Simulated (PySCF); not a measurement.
**How methods differ on the excitation energy of Ir⁺**

Ir⁺ [Xe] 4f14 5d7 6s1 (5F) → Ir⁺ [Xe] 4f14 5d6 6s1 7s1 (7D), as a difference of total energies. All numbers are calculated (PySCF 2.14, a scalar-relativistic core potential, in aug-cc-pwCVDZ-PP with ECP60MDF (6s6p5d3f, 70 functions)). Correlated levels: valence: 5s2 5p6 frozen; valence and next inner shell: nothing frozen outside the core potential. The calculations carry no spin-orbit coupling.

```tsv
method	excitation energy (eV)
UHF	11.091
LDA	12.636
PBE	12.436
PBE0	12.373
r2SCAN	12.315
r2SCANh	12.309
BHandHLYP	12.552
BLYP	12.689
wB97X	12.762
MP2 (valence)	12.244
SCS-MP2 (valence)	12.541
MP2 (valence and next inner shell)	12.027
SCS-MP2 (valence and next inner shell)	12.162
```

Problem. How much does correlation contribute at MP2 (valence and next inner shell)?

Solution. 12.027 − (11.091) = 0.936 eV, measured against UHF.

The promoted electron is Rydberg-like, and one or two diffuse shells describe it only roughly, which tends to raise the upper state.
